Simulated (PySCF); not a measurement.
B2H4. Atoms are numbered in the order given.

```xyz
6

B      0.0000     0.0000     0.8133
B      0.0000     0.0000    -0.8133
H     -0.7166     0.7166     1.4496
H      0.7166    -0.7166     1.4496
H     -0.7166    -0.7166    -1.4496
H      0.7166     0.7166    -1.4496
```
Charge 0, spin multiplicity 1.

Geometry optimised at B3LYP-D3(BJ)/def2-TZVP.

All values below come from PBE0/def2-TZVPD in PySCF.

Isolated molecule, no solvent.

Task: Estimate the frontier levels, gap, dipole moment and polarisability. (An estimate is asked for; the answer gives what the named calculation found.)

Result: 
```
Item                                                                                                            Value
---------------------------------------------------------------------------------------------  ----------------------
highest occupied level                                                                                       -8.65 eV
lowest empty level                                                                                           -1.66 eV
orbital gap                                                                                                   6.98 eV
dipole moment                                                                                                  0.00 D
quadrupole, principal values (traceless, Buckingham form, about the centre of nuclear charge)   -1.90, 0.95, 0.95 D·Å
mean static polarisability                                                                       32.4 bohr³ (4.80 Å³)
polarisability, principal values                                                               28.2, 28.2, 40.7 bohr³
```
